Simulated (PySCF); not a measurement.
**How the method changes the constants of PbSe⁺**

State: ²Π (doublet), unpaired electrons π ↑. Set-up: basis Pb cc-pVDZ-PP with ECP60, Se cc-pVDZ-PP with ECP10; scalar-relativistic core potentials; PySCF 2.14. De refers to Pb⁺ + Se in their high-spin ground configurations, without counterpoise correction. The functionals are run spin-unrestricted. A positive dipole points towards Se; it is taken about the centre of mass and depends on that origin.

```
      Level  Re (Å)  ωe (cm⁻¹)  De (eV)  μ (D)
        UHF   2.591        234      n/a  -3.20
    UHF-MP2   2.592        233      n/a    n/a
UHF-SCS-MP2   2.599        231      n/a    n/a
   UHF-CCSD   2.605        227      n/a    n/a
UHF-CCSD(T)   2.617        221      n/a    n/a
        PBE   2.622        219      n/a  -1.90
     r²SCAN   2.598        227      n/a  -2.17
      M06-L   2.621        219      n/a  -2.51
      B3LYP   2.616        222      n/a  -2.14
       PBE0   2.589        231      n/a  -2.27
    LC-ωPBE   2.548        247      n/a  -2.61
     B2PLYP   2.608        225      n/a  -2.66
```

Question: What does a quarter of exact exchange do here, going from PBE to PBE0?

Answer: PBE0 less PBE: -3.3 pm in Re, +5.5 % in ωe. Exact exchange removes part of the self-interaction that spreads semilocal densities, and in most molecules shortens and stiffens the bond and lowers De; so it does here.

Question: What does the step from GGA to meta-GGA do here, going from PBE to r²SCAN?

Answer: r²SCAN less PBE: -2.4 pm in Re, +3.7 % in ωe. 

Question: What does second-order correlation do here, going from UHF to UHF-MP2?

Answer: UHF-MP2 less UHF: +0.1 pm in Re, -0.4 % in ωe. Correlation nearly always deepens the well. The bond length hardly moves.

Correlated steps freeze 8 core orbitals. Spin–orbit coupling is left out, which matters for elements this heavy, above all for dissociation energies. B2PLYP dipoles, levels and charges come from its SCF part alone. The state was picked by a PBE0 search and need not be the measured ground state.
